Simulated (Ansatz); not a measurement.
System: C2H6BO2, charge -1, multiplicity 1. It need not be the lowest isomer of its formula. Whether it binds its extra electron was not tested at this geometry. 
Structure (B3LYP-D3(BJ)/def2-TZVP (Ansatz, a quantum-chemistry and plane-wave program) minimum search):
```xyz
11

C     -2.0142    -0.1750     0.2052
C     -0.6702    -0.8198    -0.1359
B      0.5918     0.2006    -0.0196
O      0.5417     1.4439     0.3281
O      1.8230    -0.4861    -0.3669
H     -2.8615    -0.8706     0.1274
H     -2.2096     0.6746    -0.4541
H     -1.9976     0.2301     1.2201
H     -0.7047    -1.2394    -1.1516
H     -0.4958    -1.6862     0.5181
H      2.4990     0.1948    -0.2669
```
Charge -1, spin multiplicity 1.

Parts of the frozen-core correlation energy in cc-pVTZ (Ansatz, hartree). Frozen orbitals: 5; correlated occupied orbitals by spin: 15 and 15; virtual: 214 and 214. No spin-orbit coupling. No relativistic terms.

```tsv
term	value
reference (HF)	-253.84094
MP2 opposite-spin	___
MP2 same-spin	-0.23215
CCSD correlation	___
(T)	___
T1 diagnostic	0.014
largest doubles amplitude	0.026
```

Problem. Fill in the missing entries.

Solution. 
- MP2 opposite-spin, value: -0.71871
- CCSD correlation, value: -0.97657
- (T), value: -0.03887
